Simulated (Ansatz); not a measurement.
Task: Name a neutral molecule of Al, C, O, Si and H with LUMO energy (B3LYP/def2-TZVPP) between -2.20 and -1.90 eV and HOMO–LUMO gap (PBE0/def2-TZVPP) between 5.15 and 5.45 eV (Ansatz, PBE0-D4/def2-TZVP geometry).

Result: `O/C=[C](\[AlH2])[SiH3]` (-2.08 eV, 5.40 eV); `C#C[SiH](O)[AlH][CH3]` (-1.97 eV, 5.27 eV). Other molecules can fit too; these were computed, each in one conformer that needn't be the lowest.

B3LYP here is the variant with VWN-RPA as its local correlation; programs differ in this.
